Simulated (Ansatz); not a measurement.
Geometry optimisation, Ansatz 0.2.0, RKS revPBE/def2-SVP.

input.yaml

```yaml
crystal:
  periodic: [false, false, false]
  atoms:
    - { symbol: Ga, position_ang: [-0.449915, -0.187035, 0.283625] }
    - { symbol: H, position_ang: [1.517374, 1.799422, 0.744094] }
    - { symbol: C, position_ang: [-0.414444, 0.193419, -1.651601] }
    - { symbol: "N", position_ang: [0.259814, -1.629326, 1.150924] }
    - { symbol: H, position_ang: [0.887476, 1.95507, 1.026394] }
    - { symbol: Cl, position_ang: [-1.547611, 1.173936, 1.667041] }
    - { symbol: H, position_ang: [0.291087, -0.478837, -2.180557] }
    - { symbol: H, position_ang: [-0.115939, 1.247869, -1.820992] }
    - { symbol: H, position_ang: [-1.432775, 0.049226, -2.07371] }
    - { symbol: H, position_ang: [0.187728, -1.769672, 2.160151] }
    - { symbol: H, position_ang: [0.817207, -2.354172, 0.694631] }
basis:
  gaussian: { orbitals: def2-SVP }
hamiltonian:
  xc: revpbe
relax:
  f_tol: 0.03
  max_steps: 50
```

Launched with:

```bash
$ ansatz run input.yaml --threads 2 --pin off --max-ram 3072MiB --backend cpu --events-out ev --progress --plain --runs-dir out
```

Question: Where does it end, and by what steps?

Answer: The forces met the threshold. The force dipped under the threshold on the way, but the program's further checks kept it going. After 12 steps the energy has fallen by 0.159 eV; H2 moved furthest, 1.21 Å.

| step | energy less start (eV) | largest force component (eV/Å) | accepted |
| --- | --- | --- | --- |
| 0 | 0.0000 | 2.290 | yes |
| 1 | -0.1203 | 0.155 | yes |
| 2 | -0.1402 | 0.077 | yes |
| 3 | -0.1488 | 0.026 | yes |
| 4 | -0.1513 | 0.020 | yes |
| 5 | -0.1522 | 0.059 | yes |
| 6 | -0.1527 | 0.084 | yes |
| 7 | -0.1536 | 0.122 | yes |
| 8 | -0.1550 | 0.207 | yes |
| 9 | -0.1557 | 0.191 | yes |
| 10 | -0.1569 | 0.106 | yes |
| 11 | -0.1576 | 0.028 | yes |
| 12 | -0.1586 | 0.018 | yes |

```xyz
11
Properties=species:S:1:pos:R:3
Ga -0.545 -0.392 0.224
H 1.958 2.882 1.052
C -0.499 0.015 -1.705
N 0.114 -1.869 1.071
H 1.259 2.656 1.267
Cl -1.476 1.023 1.628
H 0.055 -0.762 -2.268
H -0.011 0.997 -1.865
H -1.534 0.077 -2.096
H 0.061 -2.000 2.083
H 0.618 -2.627 0.608
```

Whether the end is a true minimum wasn't checked by a vibrational analysis.

The run took 37 s on 2 threads of Intel(R) Xeon(R) Platinum 8259CL CPU @ 2.50GHz (Skylake/Cascade Lake), with other jobs on the host, peak memory 0.17 GiB.
